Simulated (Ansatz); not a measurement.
Two isomers of H4NNbO3: A = `[NH]=[Nb]([OH])([OH])[OH]`, B = `[NH2][Nb](=[O])([OH])[OH]`.

Computed with Ansatz on PBE0-D4/def2-TZVP structures; ΔE is electronic, products minus reactants. CCSD(T)/CBS adds triple-zeta CCSD(T) − MP2 to the extrapolated MP2 energy (def2 sets, frozen cores). DFT in def2-TZVPP. B3LYP here is the variant with VWN-RPA as its local correlation; programs differ in this. Elements past krypton have def2 core potentials. For Nb outer-core shells are correlated without core-valence functions, which leaves a few kJ/mol of doubt a bond. One conformer a species, not always the lowest.

A:

```xyz
9

N     0.155   -1.767   -0.268
Nb   -0.064   -0.055   -0.011
O    -1.104    0.153    1.585
O    -0.951    0.645   -1.560
O     1.617    0.809    0.206
H     0.202   -2.761   -0.422
H    -1.273    0.971    2.055
H    -1.082    1.570   -1.776
H     2.500    0.437    0.191
```

B:

Z-matrix (Å, degrees):
```
Nb
O 1 1.695
O 1 1.908 2 108.8
N 1 1.969 2 106.1 3 119.4
O 1 1.907 2 108.9 3 -121.2
H 3 0.956 1 134.9 2 174.1
H 4 1.010 1 123.7 2 0.5
H 4 1.010 1 126.3 2 -178.2
H 5 0.956 1 135.8 2 -164.3
```

Problem. Which is lower in electronic energy at CCSD(T)/CBS, and by how much? (An estimate is asked.)

Solution. The calculation gave: B, by 61.7 kJ/mol.

Problem. Give E(B) − E(A) in kJ/mol with B3LYP-D4, CCSD(T)/def2-TZVPP, ωB97M-V, PBE-D4, PBE0-D4, LDA (SPW92), HF/def2-TZVPP. (An estimate is asked.)

Solution. The calculation gave: B3LYP-D4 -65.5, CCSD(T)/def2-TZVPP -64.2, ωB97M-V -64.7, PBE-D4 -69.0, PBE0-D4 -65.4, LDA (SPW92) -64.5, HF/def2-TZVPP -58.4. None reverses the order clearly.

Largest T1 diagnostic: 0.022.

From PBE to PBE0 (25 % exact exchange), in def2-TZVPP and without D4, E(B) − E(A) moves by +3.6 kJ/mol. At CCSD(T), def2-SVP lies −4.2 kJ/mol from the extrapolated value and def2-TZVPP −2.5 kJ/mol.
